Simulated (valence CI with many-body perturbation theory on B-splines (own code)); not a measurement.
# Missing levels of Xe²³⁺

Calculated by relativistic CI+MBPT: three valence electrons over a frozen Dirac-Fock core [Ar] 3d10, radial functions for each j: 11 s, 11 p, 10 d, 8 f, 5 g, 2 h, with the one-electron correlation potential Σ1 (screened to all orders), the two-electron term Σ2, the three-electron term Σ3, Breit, model QED; selected single and double excitations, second order for the rest, scaled by the run's own slope (own B-spline code, finite nucleus).

No measured levels were compared; by estimate levels hold to about 250 cm⁻¹ or 0.2 % of their energy and the worst to 1 %, as in measured heavy ions of charge 2 to 7; those with d or f electrons hold less well.

```
                     Level  E (cm⁻¹)
        (4s^2 4p1/2) J=1/2         0
        (4s^2 4p3/2) J=3/2    139460
        (4s 4p1/2^2) J=1/2    398700
(4s 4p1/2 4p3/2) J=3/2 [a]         ?
    (4s 4p1/2 4p3/2) J=5/2         ?
(4s 4p1/2 4p3/2) J=3/2 [b]         ?
    (4s 4p1/2 4p3/2) J=1/2         ?
        (4s 4p3/2^2) J=5/2    659130
        (4s 4p3/2^2) J=1/2    755000
        (4s 4p3/2^2) J=3/2    762400
        (4s^2 4d3/2) J=3/2    880090
        (4s^2 4d5/2) J=5/2    904880
     (4p1/2^2 4p3/2) J=3/2   1008600
     (4p1/2 4p3/2^2) J=3/2         ?
     (4p1/2 4p3/2^2) J=5/2         ?
     (4p1/2 4p3/2^2) J=1/2   1180300
(4s 4p1/2 4d3/2) J=3/2 [a]   1187800
    (4s 4p1/2 4d3/2) J=5/2   1212100
    (4s 4p1/2 4d5/2) J=7/2   1254500
(4s 4p1/2 4d5/2) J=5/2 [a]   1261300
```

Levels are named by their leading jj configuration (3d3/2^4 stands for four electrons in 3d with j = 3/2), which in mixed levels can hold well under half, so a name can repeat and another be missing. Letters in brackets count levels of one name in rising energy.

(1) The levels stand in rising order. What does the calculation give for the missing energies?

## Answers

(1) (4s 4p1/2 4p3/2) J=3/2 [a] 491500; (4s 4p1/2 4p3/2) J=5/2 526260; (4s 4p1/2 4p3/2) J=3/2 [b] 584310; (4s 4p1/2 4p3/2) J=1/2 615510; (4p1/2 4p3/2^2) J=3/2 1114300; (4p1/2 4p3/2^2) J=5/2 1120100.
